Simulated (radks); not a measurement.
Problem. Dipole-allowed excitations along the series with 30 electrons in [Ar] 3d10 4s2. Method: scalar-relativistic Kohn-Sham, LB94 model potential, spin-polarised, spherical densities, finite nucleus; Fermi nuclear charge, rms radius of each element as measured or else 0.836 A^(1/3) + 0.57 fm; computed with a radial shooting solver on a logarithmic mesh with Libxc functionals. Time-dependent linear response with the Hartree and adiabatic LDA kernel, continuum included through the Sternheimer equations, no spin-orbit coupling, so fine structure and intercombination lines are absent. Lines are the poles of the dipole polarisability below minus the highest occupied eigenvalue, found on a grid refined at the orbital gaps; the lowest seven at most are given, and weak or close lines can be missed. The first line takes the name of the lowest orbital gap if no other gap lies below it; otherwise a line is named after a gap within 0.6 % of it, if that gap stands alone.

| species | -e(HOMO) (eV) | lowest orbital gap (eV) | first line (eV) | f | static alpha (bohr^3) |
|---|---|---|---|---|---|
| Zn | 10.589 | 4s-4p 5.697 | 6.757 (4s-4p) | 1.41 | 28.20 |
| Ga+ | 22.240 | 4s-4p 7.946 | 9.780 (4s-4p) | 1.61 | 14.39 |
| Ge2+ | 36.243 | 4s-4p 10.058 | 12.462 (4s-4p) | 1.63 | 8.855 |
| Se4+ | 70.578 | 4s-4p 14.169 | 17.494 (4s-4p) | 1.59 | 4.320 |
| Br5+ | 90.734 | 4s-4p 16.219 | 19.951 (4s-4p) | 1.56 | 3.243 |

Estimate the first line of As3+, its oscillator strength and the static polarisability.

Solution. 15.009 eV (4s-4p), f = 1.62, alpha = 6.001 bohr^3.
